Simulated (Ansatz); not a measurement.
Born–Oppenheimer molecular dynamics of C$_{4}$H$_{8}$SSi (14 atoms, charge 0, multiplicity 1). It starts from a relaxed structure.

Level of theory: UKS PBE0-D4/STO-3G in Ansatz 0.2.0.

```
ensemble             : NVT, Nosé–Hoover chain
time step            : 0.5 fs
steps asked          : 164
set temperature      : 1500 K
thermostat           : time constant 20 fs, chain length 5
temperature schedule : 41 steps to 1500 K, then 122 steps to 10 K
seed                 : 207756
```

Frames 5 fs apart, positions in Å, forces in eV/Å.

Velocities at 15.0 fs (Å/ps):

```
C 7.96 5.13 2.10
C -4.69 -3.14 2.20
S -1.57 0.57 -1.96
Si 3.43 -1.49 -5.13
C 7.28 1.86 -6.80
C -7.36 -3.10 9.67
H -32.28 -20.97 45.71
H -13.64 48.24 -0.45
H -7.22 25.98 -31.83
H -2.17 -50.99 59.52
H -17.16 19.69 21.13
H 23.35 -32.48 24.19
H 14.81 31.55 -3.51
H -49.10 -6.66 4.99
```

```xyz
14
Properties=species:S:1:pos:R:3:forces:R:3 time_fs=15.0 energy_less_start_eV=1.192 T=909
C -0.242 -2.686 0.311 -0.28 3.85 -0.08
C 0.343 -1.462 0.080 0.87 -2.33 0.04
S 2.116 -0.814 -0.140 -2.45 -0.88 -0.04
Si 0.324 0.315 -0.070 0.36 0.59 -0.64
C -0.222 1.228 -1.620 -1.98 0.32 1.13
C -0.068 1.207 1.451 -1.12 0.49 0.48
H 0.377 -3.562 0.138 -0.42 -0.80 0.59
H -1.342 -2.668 0.676 2.11 -0.76 -1.10
H -0.007 0.423 -2.322 0.00 0.87 -1.40
H 0.244 2.242 -1.780 -0.03 -1.59 -0.16
H -1.360 1.410 -1.582 1.99 -0.51 -0.17
H -1.045 0.874 1.829 0.37 -0.42 0.27
H 0.734 0.952 2.168 -0.62 1.24 0.15
H -0.297 2.251 1.159 1.22 -0.07 0.94
14
Properties=species:S:1:pos:R:3:forces:R:3 time_fs=20.0 energy_less_start_eV=0.759 T=1402
C -0.211 -2.635 0.324 0.77 -3.17 0.50
C 0.339 -1.489 0.088 4.21 2.47 -1.09
S 2.099 -0.815 -0.150 -1.62 -1.16 0.15
Si 0.342 0.309 -0.098 -0.50 -0.18 0.45
C -0.217 1.214 -1.639 3.25 -0.40 0.22
C -0.112 1.196 1.499 0.06 -0.75 -0.14
H 0.177 -3.700 0.424 0.00 1.83 -0.25
H -1.220 -2.530 0.564 -2.87 -0.50 0.35
H -0.043 0.664 -2.597 -0.05 0.68 0.91
H 0.387 2.150 -1.552 -0.64 -0.56 -0.91
H -1.219 1.454 -1.512 -2.65 0.71 -0.07
H -0.933 0.647 2.003 0.46 0.43 -0.21
H 0.752 1.237 2.172 -0.17 0.00 0.04
H -0.430 2.206 1.284 -0.27 0.60 0.06
14
Properties=species:S:1:pos:R:3:forces:R:3 time_fs=25.0 energy_less_start_eV=1.524 T=1094
C -0.193 -2.615 0.353 -5.16 1.16 0.45
C 0.410 -1.482 0.078 1.41 0.08 -0.37
S 2.069 -0.825 -0.160 1.05 -1.02 0.35
Si 0.357 0.302 -0.125 -1.75 0.41 1.24
C -0.188 1.189 -1.650 -2.12 3.39 0.24
C -0.155 1.180 1.549 1.51 1.84 -0.59
H 0.018 -3.594 0.698 1.72 -1.32 -0.04
H -1.362 -2.517 0.423 2.35 -0.11 -0.21
H -0.085 1.037 -2.739 0.10 -1.54 0.67
H 0.471 2.072 -1.519 -0.71 0.40 -0.17
H -1.289 1.577 -1.483 2.61 -0.84 -0.38
H -0.741 0.481 2.158 -0.23 0.38 -0.11
H 0.708 1.538 2.166 0.02 -1.36 -0.49
H -0.608 2.205 1.451 -0.80 -1.47 -0.57
14
Properties=species:S:1:pos:R:3:forces:R:3 time_fs=30.0 energy_less_start_eV=1.810 T=1022
C -0.241 -2.592 0.396 5.50 0.88 0.62
C 0.509 -1.475 0.061 -5.35 -4.08 0.94
S 2.046 -0.842 -0.168 4.86 0.05 0.27
Si 0.358 0.299 -0.143 -2.59 1.26 1.44
C -0.175 1.212 -1.659 4.10 2.50 -0.09
C -0.178 1.185 1.588 0.09 -1.44 -1.57
H 0.161 -3.544 0.899 -0.52 1.52 -1.47
H -1.265 -2.527 0.259 -2.87 0.11 0.11
H -0.105 1.106 -2.741 0.36 -1.74 0.08
H 0.463 2.137 -1.523 -0.58 -0.67 -0.25
H -1.097 1.612 -1.499 -3.93 1.11 0.77
H -0.551 0.400 2.280 0.13 0.29 -0.60
H 0.691 1.610 2.075 0.44 0.43 0.09
H -0.966 1.954 1.506 0.35 -0.23 -0.33
14
Properties=species:S:1:pos:R:3:forces:R:3 time_fs=35.0 energy_less_start_eV=1.719 T=1156
C -0.236 -2.541 0.443 -2.12 0.79 -1.48
C 0.519 -1.532 0.056 -3.48 2.03 -0.65
S 2.056 -0.860 -0.174 3.59 0.29 0.51
Si 0.338 0.304 -0.149 -1.56 0.11 1.69
C -0.138 1.286 -1.665 -3.10 1.33 0.73
C -0.194 1.173 1.597 0.59 -1.85 -2.17
H 0.280 -3.350 0.867 0.09 -2.52 0.53
H -1.372 -2.540 0.163 2.52 -0.21 1.43
H -0.060 0.806 -2.683 -0.02 0.62 1.29
H 0.433 2.220 -1.571 0.34 -0.12 -0.79
H -1.248 1.688 -1.451 2.74 -1.48 -1.02
H -0.349 0.352 2.303 0.25 -0.30 0.02
H 0.698 1.733 1.970 -1.50 0.58 -0.22
H -1.228 1.602 1.489 1.65 0.74 0.12
14
Properties=species:S:1:pos:R:3:forces:R:3 time_fs=40.0 energy_less_start_eV=1.432 T=1390
C -0.237 -2.500 0.482 2.51 -6.37 2.02
C 0.466 -1.549 0.037 1.58 6.62 -2.15
S 2.091 -0.877 -0.177 -0.19 0.18 0.58
Si 0.305 0.312 -0.141 0.49 0.33 1.31
C -0.133 1.376 -1.658 5.00 -1.28 1.00
C -0.196 1.119 1.565 1.91 -1.56 -1.32
H 0.298 -3.450 0.823 -1.14 1.06 -0.48
H -1.244 -2.593 0.318 -3.58 -0.01 0.13
H -0.006 0.594 -2.399 0.16 0.65 -1.32
H 0.495 2.321 -1.801 -1.01 -1.82 0.07
H -1.118 1.568 -1.563 -4.33 1.35 0.08
H -0.079 0.290 2.300 -0.15 0.93 -0.13
H 0.429 1.992 1.826 -0.31 -0.44 0.03
H -1.226 1.403 1.489 -0.96 0.36 0.18
14
Properties=species:S:1:pos:R:3:forces:R:3 time_fs=45.0 energy_less_start_eV=1.654 T=1221
C -0.230 -2.549 0.541 -2.36 2.78 -2.12
C 0.427 -1.463 -0.014 -1.28 -2.88 1.41
S 2.127 -0.893 -0.175 -2.02 0.78 0.18
Si 0.275 0.324 -0.123 1.98 1.45 -0.24
C -0.101 1.431 -1.635 -4.00 -3.90 -0.56
C -0.174 1.047 1.507 -1.88 2.58 0.25
H 0.168 -3.515 0.731 1.20 -1.14 0.33
H -1.409 -2.607 0.574 2.78 0.67 -0.01
H 0.073 0.572 -2.332 -0.23 1.16 -0.61
H 0.486 2.255 -2.003 0.42 0.78 0.56
H -1.297 1.594 -1.721 3.65 0.09 0.37
H 0.159 0.379 2.303 -0.24 0.33 0.40
H 0.090 2.126 1.678 1.12 -1.28 -0.11
H -1.288 1.242 1.534 0.86 -1.44 0.15
14
Properties=species:S:1:pos:R:3:forces:R:3 time_fs=50.0 energy_less_start_eV=1.966 T=949
C -0.239 -2.570 0.564 4.23 2.43 -2.90
C 0.372 -1.421 -0.042 -0.19 -5.60 2.35
S 2.148 -0.902 -0.173 -3.64 0.92 -0.19
Si 0.262 0.345 -0.107 3.16 0.03 -2.39
C -0.108 1.421 -1.618 5.48 -1.06 -1.87
C -0.178 1.010 1.458 -0.88 0.73 3.22
H 0.200 -3.618 0.678 -0.19 1.93 -0.11
H -1.247 -2.492 0.843 -2.28 0.04 0.33
H 0.107 0.736 -2.439 -0.30 -0.75 -0.26
H 0.524 2.273 -2.058 -0.53 -0.90 2.34
H -1.056 1.696 -1.809 -4.72 1.23 0.00
H 0.335 0.576 2.340 -0.10 0.02 -0.73
H -0.033 2.074 1.515 0.04 0.85 0.07
H -1.245 0.822 1.619 -0.08 0.14 0.12
14
Properties=species:S:1:pos:R:3:forces:R:3 time_fs=55.0 energy_less_start_eV=1.630 T=1053
C -0.210 -2.534 0.542 -3.09 0.81 1.17
C 0.320 -1.474 -0.028 3.10 2.00 -0.37
S 2.141 -0.904 -0.171 -4.12 0.60 -0.38
Si 0.276 0.365 -0.111 2.99 -3.17 -2.30
C -0.081 1.388 -1.638 -3.42 0.97 -1.70
C -0.204 0.996 1.466 -0.42 1.37 2.00
H 0.275 -3.484 0.629 0.53 -0.95 0.44
H -1.236 -2.400 1.063 1.60 -0.85 -1.46
H 0.069 0.799 -2.572 0.05 0.18 0.70
H 0.565 2.257 -1.725 0.57 0.20 0.23
H -1.181 1.873 -1.785 2.93 -1.76 1.01
H 0.492 0.753 2.268 0.24 -0.37 -0.02
H -0.143 2.106 1.389 -1.38 -0.69 0.60
H -1.159 0.464 1.718 0.42 1.67 0.08
14
Properties=species:S:1:pos:R:3:forces:R:3 time_fs=60.0 energy_less_start_eV=1.569 T=918
C -0.213 -2.501 0.535 1.31 -4.31 1.00
C 0.327 -1.489 -0.022 3.35 5.27 -1.60
S 2.106 -0.902 -0.173 -2.84 0.26 -0.38
Si 0.312 0.359 -0.132 0.71 -3.10 -0.88
C -0.084 1.374 -1.681 4.67 -0.09 3.59
C -0.229 1.007 1.511 1.34 0.87 -0.66
H 0.389 -3.430 0.660 -0.62 0.42 0.23
H -1.113 -2.466 1.070 -2.39 -0.19 0.38
H 0.060 0.859 -2.610 0.57 0.08 -0.74
H 0.649 2.189 -1.338 -0.88 -0.79 -2.35
H -0.998 1.801 -1.581 -3.91 1.44 0.02
H 0.649 0.868 2.165 -0.70 0.45 0.25
H -0.514 2.058 1.394 0.03 -0.06 0.65
H -1.052 0.409 1.853 -0.65 -0.24 0.49
14
Properties=species:S:1:pos:R:3:forces:R:3 time_fs=65.0 energy_less_start_eV=1.361 T=843
C -0.213 -2.526 0.548 0.66 1.92 -0.45
C 0.386 -1.426 -0.038 -2.62 -3.90 1.99
S 2.056 -0.899 -0.176 1.00 0.18 -0.29
Si 0.350 0.331 -0.159 -1.43 0.65 0.76
C -0.056 1.364 -1.666 -2.77 -0.38 1.10
C -0.239 1.031 1.544 -1.08 -0.18 -0.74
H 0.432 -3.387 0.758 -0.26 -0.21 0.10
H -1.256 -2.572 1.015 1.48 0.26 -1.37
H 0.140 0.969 -2.696 -0.57 0.24 1.19
H 0.653 2.107 -1.417 0.90 2.19 -0.69
H -1.132 1.801 -1.445 2.62 -1.02 -1.31
H 0.676 1.056 2.145 -0.44 0.52 0.55
H -0.821 1.981 1.524 1.33 -0.04 -0.28
H -1.006 0.375 2.034 1.20 -0.21 -0.56
14
Properties=species:S:1:pos:R:3:forces:R:3 time_fs=70.0 energy_less_start_eV=1.141 T=792
C -0.190 -2.522 0.552 1.95 1.11 -1.12
C 0.396 -1.429 -0.020 -3.17 -4.20 1.59
S 2.018 -0.894 -0.182 3.54 -0.24 -0.08
Si 0.373 0.311 -0.176 -2.28 3.12 2.01
C -0.041 1.361 -1.625 4.16 2.37 -0.44
C -0.255 1.050 1.558 1.55 -0.27 -0.47
H 0.414 -3.392 0.859 -0.17 0.18 -0.20
H -1.249 -2.626 0.736 -0.64 0.22 -0.06
H 0.119 1.053 -2.634 -0.20 -1.67 -0.87
H 0.665 2.282 -1.677 -1.55 -1.42 0.98
H -1.011 1.704 -1.537 -2.78 1.15 0.18
H 0.594 1.321 2.214 0.02 -0.20 -0.45
H -0.888 1.936 1.588 -0.27 0.12 -0.81
H -0.778 0.269 2.115 -0.17 -0.27 -0.26
```

Of the whole run (82 fs, mean temperature of the second half 916 K): The conserved energy stayed within 1.1 meV per atom of its start (net change 0.3 meV per atom), so the integration is sound. The schedule's set-point averaged 499 K over the second half and the system 916 K, so it lags behind the ramp. A run of 0.082 ps of so small a system gives no equilibrium averages. Limits of this set-up: minimal basis.

Time of the run: 18 min on 1 thread of Intel(R) Xeon(R) Platinum 8259CL CPU @ 2.50GHz (Skylake/Cascade Lake) (shared host), peak memory 0.2 GiB.
